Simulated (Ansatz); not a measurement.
Cl$_{4}$Ge, triplet, geometry from GFN2-xTB (a higher spin typed on purpose: for a closed-shell molecule this is an excited state), atoms displaced at random by about 0.03 Å a coordinate; Ansatz (a program for electronic structure) with HF/STO-3G, gradient.

The Ansatz input:
Ansatz 0.2 input:
```yaml
crystal:
  periodic: [false, false, false]
  atoms:
    - {symbol: Cl, position_ang: [-0.62646520, -1.40297537, -1.92437579]}
    - {symbol: Ge, position_ang: [-0.09122375, -0.50207631, 0.10144695]}
    - {symbol: Cl, position_ang: [2.08851968, -0.48082241, 0.04200633]}
    - {symbol: Cl, position_ang: [-0.60916610, 1.77224262, -0.49441192]}
    - {symbol: Cl, position_ang: [-0.67901941, 1.13238687, 2.03197957]}
basis:
  gaussian:
    orbitals: STO-3G
hamiltonian:
  xc: hf
magnetization: {spin_polarized: true, initial_magnetization: 2}
output: {forces: true}
```

Write the output that Ansatz gives for this input, abridged.


```
Functional definition: HF
567 factors; integrals over basis functions are off by at most 1.6e-5 eV
mean field evaluation 1: about -105308.3469 eV, gradient 1.4e1 eV
mean field evaluation 2: about -105308.4138 eV, gradient 1.5e1 eV
mean field evaluation 4: about -105311.4555 eV, gradient 1.4e0 eV
mean field evaluation 8: about -105311.5861 eV, gradient 2.4e-2 eV
mean field evaluation 16: about -105311.1898 eV, gradient 1.4e0 eV
mean field evaluation 32: about -105311.1752 eV, gradient 1.4e0 eV
mean field evaluation 64: about -105310.2871 eV, gradient 2.3e-1 eV
mean field evaluation 96: about -105308.9337 eV, gradient 4.9e0 eV
mean field -105311.58435849 eV, -3870.1293424187 hartree, gradient 2.9e-5 eV, S^2 2.014588; 2 other end points of the search recorded, 0 dependent functions left out
the calculation of the forces begins
reference -105311.58435849 eV, -3870.1293424187 hartree; 51, 49 occupied and 3, 5 virtual orbitals, 567 factors
Total energy: -105311.58435849 eV, -3870.1293424187 hartree
Atom 0 at    -0.626465    -1.402975    -1.924376 Å, force     0.310913     0.565675     1.728949 eV/Å
Atom 1 at    -0.091224    -0.502076     0.101447 Å, force     0.175538     1.310114    -3.031090 eV/Å
Atom 2 at     2.088520    -0.480822     0.042006 Å, force    -0.909111     0.011025     0.266017 eV/Å
Atom 3 at    -0.609166     1.772243    -0.494412 Å, force     0.461308    -2.057842     0.419153 eV/Å
Atom 4 at    -0.679019     1.132387     2.031980 Å, force    -0.038649     0.171028     0.616972 eV/Å
Dipole moment:    -0.245772    -0.350585     0.633808 e Å
```
